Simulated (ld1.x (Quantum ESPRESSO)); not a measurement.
## Reading a pseudo-wave (silicon (Si))

Columns: radius, all-electron u(r) and pseudo u(r) of the 3s shell (level -10.84 eV) of silicon in the configuration [Ne] 3s2 3p2; LDA (PZ), non-relativistic, TM scheme, ld1.x (Quantum ESPRESSO) 7.5.

```
r (bohr)  all-electron  pseudo
   0.095        0.1371  0.0254
   0.190       -0.1055  0.0517
   0.285       -0.2864  0.0797
   0.380       -0.3445  0.1103
   0.475       -0.3066  0.1444
   0.570       -0.2099  0.1830
   0.665       -0.0840  0.2267
   0.760        0.0511  0.2760
   0.855        0.1827  0.3308
   0.950        0.3033  0.3903
   1.045        0.4091  0.4527
   1.140        0.4988  0.5153
   1.235        0.5723  0.5748
   1.330        0.6303  0.6277
   1.425        0.6740  0.6710
   1.520        0.7050  0.7033
   1.615        0.7247  0.7241
   1.710        0.7347  0.7346
   1.805        0.7363  0.7363
   1.900        0.7310  0.7310
   1.995        0.7200  0.7200
   2.090        0.7044  0.7044
   2.185        0.6850  0.6850
   2.280        0.6629  0.6629
   2.375        0.6386  0.6386
   2.470        0.6129  0.6129
```

(1) How many radial nodes do the two functions have?

(2) At about which radius was the pseudo-wave matched?

(3) Where does each function peak?

(4) Is the pseudo-wave norm-conserving?

## Answers

(1) The all-electron 3s function has n − l − 1 = 2; the pseudo-wave has 0, since the states of the same l below it are removed with the core.

(2) 1.90 bohr. The columns agree to 0.0005 from 1.71 bohr on; several derivatives are matched, so the curves merge somewhat inside the radius.

(3) Outermost all-electron maximum near 1.80 bohr, pseudo maximum near 1.80 bohr (to the table’s step).

(4) Yes: the TM scheme keeps the norm inside the radius equal to the all-electron one, which fixes the energy derivative of the logarithmic derivative at the level.
